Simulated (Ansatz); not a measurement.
Geometry optimisation, RKS B3LYP/def2-SVP (Ansatz).

Input:

```yaml
crystal:
  periodic: [false, false, false]
  atoms:
    - { symbol: Si, position_ang: [-1.9819, 1.0037, 0.4695] }
    - { symbol: Sn, position_ang: [0.2866, 0.9063, -0.4975] }
    - { symbol: C, position_ang: [0.03003, 0.49313, -2.55455] }
    - { symbol: Si, position_ang: [0.60311, 2.19059, -2.7146] }
    - { symbol: H, position_ang: [-2.7169, 2.2174, -0.1124] }
    - { symbol: H, position_ang: [-1.9491, 1.1821, 1.9198] }
    - { symbol: H, position_ang: [-2.7469, -0.1678, 0.1086] }
    - { symbol: H, position_ang: [1.51498, -0.25585, 0.09593] }
    - { symbol: H, position_ang: [-1.02248, 0.24544, -2.87374] }
    - { symbol: H, position_ang: [0.79659, -0.24824, -2.986] }
    - { symbol: H, position_ang: [-0.58387, 3.15359, -2.9101] }
    - { symbol: H, position_ang: [1.95296, 2.42369, -3.06662] }
basis:
  gaussian: { orbitals: def2-SVP }
hamiltonian:
  xc: b3lyp
relax:
  f_tol: 0.015
  max_steps: 40
```

Launched with:

```bash
$ ansatz run input.yaml --threads 2 --pin off --max-ram 3072MiB --backend cpu --events-out ev --progress --plain --runs-dir out
```

Task: Where does it end, and by what steps?

Result: The run converged. After 18 steps the energy has fallen by 0.700 eV; H7 moved furthest, 0.75 Å.

```csv
step,energy less start (eV),largest force component (eV/Å),accepted
0,0.0000,3.038,yes
1,-0.5992,0.961,yes
2,-0.6699,0.281,yes
3,-0.6761,0.093,yes
4,-0.6820,0.095,yes
5,-0.6708,0.175,no
6,-0.6899,0.021,yes
7,-0.6932,0.063,yes
8,-0.6940,0.078,yes
9,-0.6954,0.054,yes
10,-0.6962,0.098,yes
11,-0.6978,0.049,yes
12,-0.6971,0.051,no
13,-0.6984,0.023,yes
14,-0.6986,0.056,yes
15,-0.6993,0.044,yes
16,-0.6996,0.035,yes
17,-0.6999,0.018,yes
18,-0.7000,0.014,yes
```

```xyz
12
Properties=species:S:1:pos:R:3
Si -2.091 0.925 0.619
Sn 0.212 0.936 -0.539
C -0.026 0.518 -2.780
Si 0.747 2.217 -2.645
H -3.044 1.703 -0.226
H -2.009 1.560 1.968
H -2.603 -0.469 0.777
H 1.386 -0.161 0.074
H -1.063 0.452 -3.132
H 0.591 -0.305 -3.162
H -0.084 3.396 -3.015
H 2.168 2.374 -3.062
```

Whether the end is a true minimum wasn't checked by a vibrational analysis.

Run time: 85 s on 2 threads of Intel(R) Xeon(R) Platinum 8259CL CPU @ 2.50GHz (Skylake/Cascade Lake) (shared host), peak memory 0.32 GiB.
